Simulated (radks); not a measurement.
The numbers below are computed, except where a source is named.
Task: These are the eigenvalues of the occupied orbitals of an atom or ion with whole-number occupations (eV). Code: a radial shooting solver on a logarithmic mesh with Libxc functionals. Model: scalar-relativistic Kohn-Sham, PBE, spin-unpolarised, spherical densities, finite nucleus; Fermi nuclear charge, rms radius of each element as measured or else 0.836 A^(1/3) + 0.57 fm.

| orbital | eigenvalue |
|---|---|
| 1s | -2123.993 |
| 2s | -212.3935 |
| 2p | -163.0220 |
| 3s | -45.6131 |

Which element is it, and in what charge state? The configuration may be excited.

Result: Z = 15, phosphorus, charge +3: P3+ in [Ne] 3s2. The list shows which subshells hold electrons but not how many an open one holds; the 1s level, -78.055 hartree, gives Z - s = 12.5 by -(Z - s)^2/2, which with screening and relativity narrows Z to a few neighbours, and the depths of the outer levels then fix element, charge and occupations together.
